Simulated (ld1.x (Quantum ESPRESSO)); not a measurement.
# carbon (C): TM semilocal pseudisation with PBE, scalar-relativistic reference atom.

The input file (ld1.x (Quantum ESPRESSO) 7.5):

```
&input
   title='C', zed=6., rel=1, dft='PBE', iswitch=3,
   config='[He] 2s2 2p2',
   nld=2, rlderiv=1.65, eminld=-3.0, emaxld=5.0, deld=0.02
 /
 &inputp
   pseudotype=1, tm=.true., lloc=0,
   nlcc=.true., new_core_ps=.true.,
   file_pseudopw='C.pp', file_wfcaegen='ae.wfc', file_wfcncgen='nc.wfc'
 /
2
2P  2  1   2.00   0.00  1.50  1.50  0.0
2S  1  0   2.00   0.00  0.90  0.90  0.0
 &test
   configts(1)='2s2 2p2'
 /
```

Command:

```bash
ld1.x < C.in > C.out
```

The program printed (shortened: banner, matrices, multipoles, cross overlaps and the repeated all-electron block are left out):

```
Program LD1 v.7.5
     --------------------------- All-electron run ----------------------------

     C
     scalar relativistic calculation

     atomic number is  6.00
     dft =PBE   lsd =0 sic =0 latt =0  beta=0.20 tr2=1.0E-14
     Exchange-correlation= PBE
                           (   1   4   3   4   0   0   0)
     mesh =1073 r(mesh) = 100.30751 a.u. xmin = -7.00 dx = 0.01250
     1 Ry =  13.60569312 eV, c = 137.03599908

     n l     nl                  e(Ry)          e(Ha)          e(eV)
     1 0     1S 1( 2.00)       -20.0931       -10.0465      -273.3801
     2 0     2S 1( 2.00)        -1.0107        -0.5053       -13.7509
     2 1     2P 1( 2.00)        -0.3885        -0.1942        -5.2856

     final scf error:  7.5E-15 reached in  29 iterations

     Etot =     -75.529949 Ry,     -37.764975 Ha,   -1027.637314 eV

     Ekin =      75.328024 Ry,      37.664012 Ha,    1024.889976 eV
     Encl =    -176.093472 Ry,     -88.046736 Ha,   -2395.873743 eV
     Eh   =      35.391585 Ry,      17.695793 Ha,     481.527051 eV
     Exc  =     -10.156087 Ry,      -5.078043 Ha,    -138.180598 eV

     normalization and overlap integrals

     s(1S/1S) =  1.000000  <r> =   0.2706  <r2> =    0.0993  r(max) =   0.1730
     s(2S/2S) =  1.000000  <r> =   1.5715  <r2> =    2.9912  r(max) =   1.2162
     s(2P/2P) =  1.000000  <r> =   1.7999  <r2> =    4.2589  r(max) =   1.2011

     ------------------------ End of All-electron run ------------------------

     --------------------- Generating NC pseudopotential ---------------------

      Generating local pot.: lloc=0, matching radius rcloc =   0.9000

      Computing core charge for nlcc:

       r > 0.52 : true rho core
      Core charge pseudized with two Bessel functions
      Integrated core pseudo-charge :   1.16

      Wfc   2P  rcut= 1.504  Using Troullier-Martins method

     ------------------- End of pseudopotential generation -------------------

     Computing logarithmic derivative in   1.65204
     Computing logarithmic derivative in   1.65204
     Computing the partial wave expansion
       no projector for channel:   0
     R is outside the sphere for l=    1 j= 0.00

     ---------------------- Testing the pseudopotential ----------------------

     C
     scalar relativistic calculation

     atomic number is  6.00   valence charge is  4.00
     dft =PBE   lsd =0 sic =0 latt =0  beta=0.20 tr2=1.0E-14
     mesh =1073 r(mesh) = 100.30751 xmin = -7.00 dx = 0.01250

     n l     nl             e AE (Ry)        e PS (Ry)    De AE-PS (Ry)
     1 0     2S   1( 2.00)       -1.01067       -1.01067        0.00000
     2 1     2P   1( 2.00)       -0.38849       -0.38849        0.00000

     eps = 4.3E-15  iter = 18

     Etot =     -75.529949 Ry,     -37.764975 Ha,   -1027.637314 eV
     Etotps =   -13.354073 Ry,      -6.677036 Ha,    -181.691413 eV

     Ekin =       4.156626 Ry,       2.078313 Ha,      56.553773 eV
     Encl =     -20.692633 Ry,     -10.346317 Ha,    -281.537621 eV
     Ehrt =       8.741910 Ry,       4.370955 Ha,     118.939749 eV
     Ecxc =      -5.559975 Ry,      -2.779988 Ha,     -75.647314 eV
     (Ecc =      -2.571609 Ry,      -1.285804 Ha,     -34.988520 eV)

     ---------------------- End of pseudopotential test ----------------------
```

Generation and configuration tests took about 1.7 s on one core of a shared server CPU.

Transferability test of the new file with ld1.x, input:

```
&input
   title='C', zed=6., rel=1, dft='PBE', iswitch=2,
   config='[He] 2s2 2p2'
 /
 &test
   file_pseudo='C.pp', nconf=8,
   configts(1)='2s2 2p2',
   configts(2)='2s2 2p1',
   configts(3)='2s2 2p0',
   configts(4)='2s1 2p0',
   configts(5)='2s2 2p1.5',
   configts(6)='2s2 2p2.3',
   configts(7)='2s1 2p3',
   configts(8)='2s1 2p2'
 /
```

```bash
ld1.x < C.test.in > C.test.out
```

Pseudopotential blocks of its output, shortened (energy terms left out):

```
     ---------------------- Testing the pseudopotential ----------------------

     n l     nl             e AE (Ry)        e PS (Ry)    De AE-PS (Ry)
     1 0     2S   1( 2.00)       -1.01067       -1.01067        0.00000
     2 1     2P   1( 2.00)       -0.38849       -0.38849        0.00000

     eps = 7.1E-15  iter = 11

     Etot =     -75.529949 Ry,     -37.764975 Ha,   -1027.637314 eV
     Etotps =   -13.354073 Ry,      -6.677036 Ha,    -181.691414 eV

     ---------------------- End of pseudopotential test ----------------------

          ---------------------- Testing the pseudopotential ----------------------

     n l     nl             e AE (Ry)        e PS (Ry)    De AE-PS (Ry)
     1 0     2S   1( 2.00)       -1.89321       -1.89289       -0.00031
     2 1     2P   1( 1.00)       -1.24984       -1.24794       -0.00190

     eps = 3.2E-15  iter = 10

     Etot =     -74.731642 Ry,     -37.365821 Ha,   -1016.775790 eV
     Etotps =   -12.556285 Ry,      -6.278143 Ha,    -170.836963 eV
     dEtot_ae =       0.798307 Ry
     dEtot_ps =       0.797787 Ry,   Delta E=       0.000520 Ry

     ---------------------- End of pseudopotential test ----------------------

          ---------------------- Testing the pseudopotential ----------------------

     n l     nl             e AE (Ry)        e PS (Ry)    De AE-PS (Ry)
     1 0     2S   1( 2.00)       -2.96779       -2.96146       -0.00633  !
     2 1     2P   1( 0.00)       -2.33472       -2.32059       -0.01414  !

     eps = 7.0E-15  iter = 14

     Etot =     -72.956190 Ry,     -36.478095 Ha,    -992.619534 eV
     Etotps =   -10.787429 Ry,      -5.393715 Ha,    -146.770449 eV
     dEtot_ae =       2.573759 Ry
     dEtot_ps =       2.566644 Ry,   Delta E=       0.007116 Ry

     ---------------------- End of pseudopotential test ----------------------

          ---------------------- Testing the pseudopotential ----------------------

     n l     nl             e AE (Ry)        e PS (Ry)    De AE-PS (Ry)
     1 0     2S   1( 1.00)       -4.12371       -4.11277       -0.01094  !
     2 1     2P   1( 0.00)       -3.53554       -3.50615       -0.02939  !

     eps = 2.0E-15  iter = 11

     Etot =     -69.413985 Ry,     -34.706993 Ha,    -944.425379 eV
     Etotps =    -7.253815 Ry,      -3.626907 Ha,     -98.693179 eV
     dEtot_ae =       6.115964 Ry
     dEtot_ps =       6.100258 Ry,   Delta E=       0.015707 Ry

     ---------------------- End of pseudopotential test ----------------------

          ---------------------- Testing the pseudopotential ----------------------

     n l     nl             e AE (Ry)        e PS (Ry)    De AE-PS (Ry)
     1 0     2S   1( 2.00)       -1.42412       -1.42426        0.00014
     2 1     2P   1( 1.50)       -0.78795       -0.78761       -0.00034

     eps = 8.1E-15  iter = 15

     Etot =     -75.238653 Ry,     -37.619327 Ha,   -1023.674027 eV
     Etotps =   -13.062822 Ry,      -6.531411 Ha,    -177.728749 eV
     dEtot_ae =       0.291296 Ry
     dEtot_ps =       0.291251 Ry,   Delta E=       0.000046 Ry

     ---------------------- End of pseudopotential test ----------------------

          ---------------------- Testing the pseudopotential ----------------------

     n l     nl             e AE (Ry)        e PS (Ry)    De AE-PS (Ry)
     1 0     2S   1( 2.00)       -0.79555       -0.79541       -0.00014
     2 1     2P   1( 2.30)       -0.18408       -0.18407       -0.00001

     eps = 6.5E-15  iter = 15

     Etot =     -75.615089 Ry,     -37.807544 Ha,   -1028.795694 eV
     Etotps =   -13.439217 Ry,      -6.719608 Ha,    -182.849856 eV
     dEtot_ae =      -0.085139 Ry
     dEtot_ps =      -0.085144 Ry,   Delta E=       0.000005 Ry

     ---------------------- End of pseudopotential test ----------------------

          ---------------------- Testing the pseudopotential ----------------------

     n l     nl             e AE (Ry)        e PS (Ry)    De AE-PS (Ry)
     1 0     2S   1( 1.00)       -1.04376       -1.04333       -0.00042
     2 1     2P   1( 3.00)       -0.41985       -0.42026        0.00041

     eps = 1.5E-15  iter = 14

     Etot =     -74.906837 Ry,     -37.453419 Ha,   -1019.159437 eV
     Etotps =   -12.731374 Ry,      -6.365687 Ha,    -173.219166 eV
     dEtot_ae =       0.623112 Ry
     dEtot_ps =       0.622699 Ry,   Delta E=       0.000414 Ry

     ---------------------- End of pseudopotential test ----------------------

          ---------------------- Testing the pseudopotential ----------------------

     n l     nl             e AE (Ry)        e PS (Ry)    De AE-PS (Ry)
     1 0     2S   1( 1.00)       -1.90007       -1.90101        0.00094
     2 1     2P   1( 2.00)       -1.25670       -1.25746        0.00077

     eps = 4.7E-15  iter = 20

     Etot =     -74.088243 Ry,     -37.044121 Ha,   -1008.021894 eV
     Etotps =   -11.912008 Ry,      -5.956004 Ha,    -162.071120 eV
     dEtot_ae =       1.441707 Ry
     dEtot_ps =       1.442065 Ry,   Delta E=      -0.000358 Ry

     ---------------------- End of pseudopotential test ----------------------
```
